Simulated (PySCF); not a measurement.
C₄H₆N₂O₂SSi.
SMILES with atom numbers: `[CH3:1][O:2][C:3](=[O:4])[c:5]1[n:6][n:7][s:8][c:9]1[SiH3:10]` (hydrogens: H11, H12, H13 on C1; H14, H15, H16 on Si10)

Geometry (PBE0-D3(BJ)/def2-SVP, Å), atoms numbered from 1 in this order:
```
atom  x, y, z in Å
C1     2.8514   -0.7941    0.7524
O2     2.0124    0.0383   -0.0328
C3     0.7130   -0.1335    0.1318
O4     0.2188   -0.9367    0.8915
C5    -0.1191    0.7544   -0.7058
N6     0.3927    1.6763   -1.5694
N7    -0.4679    2.3444   -2.2030
S8    -2.0638    1.8607   -1.7582
C9    -1.5044    0.7020   -0.6625
Si10  -2.5827   -0.4316    0.3981
H11    2.6684   -1.8544    0.5254
H12    2.6678   -0.6303    1.8243
H13    3.8799   -0.5191    0.4942
H14   -3.9923   -0.0750    0.0494
H15   -2.3383   -1.8524    0.0368
H16   -2.3544   -0.1534    1.8399
```

Linear response at CAM-B3LYP/def2-SVPD (PySCF, frozen core in the response, non-relativistic).

Static isotropic polarisability: 112.31 au (16.64 Å³), principal values 75.3, 121.5, 140.2 au.

(1) What is the polarisability at 1064 nm and at the sodium D line?

(2) What is the isotropic C6 coefficient between two such molecules, C6 = (3/π)∫α(iω)² dω?

(3) Which effective excitation energy ω̄ makes London's formula C6 = (3/4)α²ω̄ exact here?

(4) How anisotropic is the static polarisability, by Δα² = ½[(α1 − α2)² + (α2 − α3)² + (α3 − α1)²]?

(5) How many electrons N does the Slater–Kirkwood formula C6 = (3/4)·√N·α^(3/2) need to give this C6?

(6) What three-body coefficient follows from the one-pole estimate C9 = (3/4)·α·C6?

(7) What n − 1 at the D line would an ideal gas of it have at 273.15 K and 1 atm (2.6868 × 10¹⁹ cm⁻³), by n − 1 = 2π·N·α′?

(8) The lowest 10 singlets have (eV, f): 4.09, 0.001; 5.18, 0.070; 5.26, 0.002; 5.38, 0.002; 5.91, 0.060; 6.29, 0.000; 6.32, 0.001; 6.46, 0.101; 6.60, 0.312; 6.84, 0.000. What share of the static polarisability do they carry in the sum over states α = Σ f/ω²?

(9) What molar refraction at the D line follows from R = (4π/3)·N_A·α′, with α′ the polarisability volume?

## Answers

(1) 113.53 au at 1064 nm (+1.1 %), 116.50 au at 589.3 nm (+3.7 %). The rise at 589.3 nm is 3.43 times that at 1064 nm; a pure ω² law gives 3.26. The lowest singlet lies at 303 nm, shorter than both wavelengths.

(2) 4814 au (Eh·bohr⁶) by a ten-point quadrature over imaginary frequencies, which is 2880 eV·Å⁶ or 278 J·nm⁶/mol.

(3) ω̄ = 4·C6/(3α²) = 0.509 Eh = 13.8 eV. A one-pole form α(ω) = α/(1 − ω²/ω̄²) fitted to the 1064 nm value gives 11.2 eV. London's choice of the ionisation energy (9.87 eV, ΔSCF at the same level) gives C6 = 3430 au, 29 % too low.

(4) Δα = 57.9 au, or 0.52 of the isotropic value.

(5) N = (4·C6/3)²/α³ = 29.1; the species has 90 electrons in all.

(6) 406000 au. This is an estimate from the two numbers above, not a computed integral.

(7) 29.14 × 10⁻⁴, a formal value whether or not that pressure can be reached.

(8) 10.44 au, 9.3 % of α; the largest term, 5.30 au, is that of the state at 6.60 eV. Their oscillator strengths add up to 0.55. Higher states carry the rest.

(9) α′ = 17.26 Å³ gives R = 43.55 cm³/mol, for isolated, non-vibrating species.

One conformer stands for the species.
